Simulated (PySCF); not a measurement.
Computed against measured: bond length Re

r²SCAN, PBE, CCSD(T) in PySCF with x2c-TZVPPall on every atom, spin-free X2C, for the lowest determinant that a PBE0 search found; no spin–orbit coupling. Measured values: Huber and Herzberg, Constants of Diatomic Molecules (1979).

| molecule | measured (Å) | r²SCAN | PBE | CCSD(T) |
| --- | --- | --- | --- | --- |
| MgH | 1.7297 | 1.745 | 1.756 | 1.731 |
| NaH | 1.8874 | 1.896 | 1.891 | 1.877 |
| HI | 1.60916 | 1.613 | 1.624 | 1.601 |
| GeSe | 2.134629 | 2.138 | 2.162 | 2.147 |
| Li2 | 2.6729 | 2.760 | 2.738 | 2.712 |
| CS | 1.534941 | 1.536 | 1.546 | 1.543 |
| SnS | 2.209026 | 2.215 | 2.233 | 2.221 |
| RbBr | 2.944744 | 2.955 | 2.943 | 2.946 |

Give the mean signed and mean absolute error of each level in pm, and name the best.

r²SCAN +1.7 and 1.7; PBE +2.1 and 2.2; CCSD(T) +0.7 and 1.2. On this set CCSD(T) is closest.

Which molecule does PBE miss most?

Li2, by +6.5 pm.

The molecules are drawn from runs that passed checks on state, spin purity and fit, so the hardest cases are missing and the errors look smaller than over all diatomics.

Correlated steps freeze the inner cores (0 to 23 orbitals); shallow outer-core shells are correlated. Closed-shell solutions of metal pairs were not tested for spin polarisation, which can lower them a little. Spin–orbit coupling is left out. The CCSD T1 diagnostic is raised in CS, SnS, a sign that a single reference may not be enough there. States were picked by a PBE0 search and need not be the measured ground states.
